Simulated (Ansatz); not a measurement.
CH₂Cl₂OSi (`ClC1(Cl)O[SiH2]1`) at its PBE0-D4/def2-TZVP geometry, where that method's forces vanish. Charge 0, multiplicity 1.

```xyz
7

Cl    0.6037   -1.4017    1.7393
C     0.6081   -0.5021    0.2298
Cl    1.8150   -1.1337   -0.8804
O     0.6893    0.8929    0.4101
Si   -0.7885    0.5227   -0.3111
H    -1.9852    0.6956    0.5338
H    -0.9424    0.9263   -1.7215
```

Task: What forces (eV/Å) does B3LYP-D4/def2-TZVPP give on these atoms in Ansatz? (Estimate.)

Result: Ansatz gave: 
```
Cl1 -0.008 -0.220  0.373
C2  -0.187 -0.051 -0.092
Cl3  0.293 -0.153 -0.279
O4   0.096  0.360  0.081
Si5 -0.262  0.098 -0.111
H6   0.071 -0.008 -0.068
H7  -0.004 -0.025  0.096
```

B3LYP here is the variant with VWN-RPA as its local correlation; programs differ in this.
